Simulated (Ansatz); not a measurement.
C2H8FNSi can be A, `CC(F)[SiH2]N`, or B, `CN[SiH](C)F`.

Gas-phase electronic energies from Ansatz, PBE0-D4/def2-TZVP geometries. CCSD(T)/CBS is the MP2 limit (def2-TZVPP, def2-QZVPP) plus CCSD(T) − MP2 in def2-TZVPP, frozen cores. DFT in def2-TZVPP. B3LYP here is the variant with VWN-RPA as its local correlation; programs differ in this. Each species was taken in one conformer, which may not be the lowest.

A:

Z-matrix (Å, degrees):
```
C
C 1 1.509
H 1 1.093 2 110.9
H 1 1.093 2 111.2 3 -120.5
H 1 1.093 2 109.8 3 119.4
F 2 1.405 1 109.0 3 57.7
Si 2 1.899 1 114.3 3 177.7
H 2 1.097 1 109.7 3 -58.6
N 7 1.719 2 110.5 1 58.9
H 7 1.485 2 109.5 1 176.7
H 7 1.491 2 106.2 1 -64.4
H 9 1.006 7 121.9 2 -81.5
H 9 1.005 7 120.1 2 129.3
```

B:

Z-matrix (Å, degrees):
```
C
N 1 1.448
H 1 1.096 2 113.1
H 1 1.092 2 109.8 3 -119.9
H 1 1.094 2 111.2 3 121.9
Si 2 1.699 1 126.6 3 95.8
H 2 1.008 1 113.5 3 -65.3
F 6 1.611 2 113.3 1 -74.3
C 6 1.854 2 111.6 1 45.0
H 6 1.483 2 106.4 1 170.1
H 9 1.093 6 110.0 2 178.4
H 9 1.092 6 111.0 2 58.4
H 9 1.093 6 111.5 2 -62.5
```

(1) Which isomer does CCSD(T)/CBS put lower? Give the gap. (Estimate.)

(2) Give E(B) − E(A) in kJ/mol with MP2/def2-TZVPP, r2SCAN-D4, CCSD(T)/def2-TZVPP, B3LYP-D4, B2PLYP, CCSD/def2-TZVPP, B3LYP. (Estimate.)

Largest T1 diagnostic: 0.011.

## Answers

(1) Ansatz gave: B, by 227.0 kJ/mol.

(2) Ansatz gave: MP2/def2-TZVPP -234.3, r2SCAN-D4 -222.5, CCSD(T)/def2-TZVPP -225.1, B3LYP-D4 -220.9, B2PLYP -225.8, CCSD/def2-TZVPP -226.5, B3LYP -220.3. None reverses the order clearly.

From PBE to PBE0 (25 % exact exchange), in def2-TZVPP and without D4, E(B) − E(A) moves by −7.0 kJ/mol.
